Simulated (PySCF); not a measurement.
## Ni²⁺: ionisation energy

Ni²⁺ [Ar] 3d8 (3F) → Ni³⁺ [Ar] 3d7 (4F), as a difference of total energies. Calculation: PySCF 2.14, in cc-pVDZ (6s5p3d1f, 43 functions); the non-relativistic Hamiltonian (point nucleus). Correlated levels: valence: [Ar] frozen. The calculations carry no spin-orbit coupling.

| method | ionisation energy (eV) | difference from reference (eV) |
| --- | --- | --- |
| UHF | 33.155 | -2.032 |
| PBE | 36.118 | +0.931 |
| M06-L | 35.800 | +0.613 |
| MP2 (valence) | 35.259 | +0.072 |
| SCS-MP2 (valence) | 35.132 | -0.055 |

Reference: 35.187 ± 0.019 eV (measured; NIST Atomic Spectra Database, ionization energies).

These non-relativistic numbers lack the scalar-relativistic shift.

The reference lies between the lowest fine-structure levels, while these numbers refer to the centres of the terms.

Errors of the correlated levels include the incompleteness of this basis and the frozen core.
